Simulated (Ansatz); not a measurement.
Consider the homolysis of the B–O bond: `NB(F)[O][GeH3]` → `N[B]F`• + `[O][GeH3]`•.

Isolated molecules relaxed with PBE0-D4/def2-TZVP in Ansatz; ΔE leaves out vibrations. CCSD(T)/CBS is the MP2 limit (def2-TZVPP, def2-QZVPP) plus CCSD(T) − MP2 in def2-TZVPP, frozen cores. Functionals use def2-TZVPP. B3LYP here is the variant with VWN-RPA as its local correlation; programs differ in this. No spin–orbit coupling; open shells (•) take unrestricted orbitals. For Ge outer-core shells are correlated without core-valence functions, which leaves a few kJ/mol of doubt a bond. Scalar relativity is left out up to krypton. One conformer a species, not always the lowest.

Task: What is ΔE at CCSD(T)/CBS? (An estimate is asked.)

Result: Ansatz gave: +645.8 kJ/mol.

Task: What do these levels give: r2SCAN-D4, PBE0-D4, B3LYP-D4, PBE, r2SCAN, PBE0, HF/def2-TZVPP, CCSD(T)/def2-TZVPP, HF/def2-QZVPP, MP2/def2-QZVPP, HF/CBS(def2), MP2/CBS(def2)? (An estimate is asked.)

Result: Ansatz gave: r2SCAN-D4 604.5, PBE0-D4 615.5, B3LYP-D4 612.7, PBE 601.6, r2SCAN 602.4, PBE0 609.0, HF/def2-TZVPP 496.8, CCSD(T)/def2-TZVPP 634.4, HF/def2-QZVPP 496.2, MP2/def2-QZVPP 674.9, HF/CBS(def2) 496.1, MP2/CBS(def2) 680.0 kJ/mol.

Largest T1 diagnostic among the species: 0.015.

From PBE to PBE0 (25 % exact exchange), in def2-TZVPP and without D4, ΔE moves by +7.4 kJ/mol. The D4 term adds +11.9 kJ/mol with B3LYP and +6.5 kJ/mol with PBE0; it sums over pairs of atoms, weighted by their polarisabilities, and B3LYP, whose exchange is more repulsive, gets the larger term. In def2-TZVPP, CCSD(T) changes the Hartree–Fock value by +137.6 kJ/mol (the triples alone add +9.0 kJ/mol) and MP2 by +171.8 kJ/mol; breaking electron pairs costs correlation energy, which Hartree–Fock lacks.
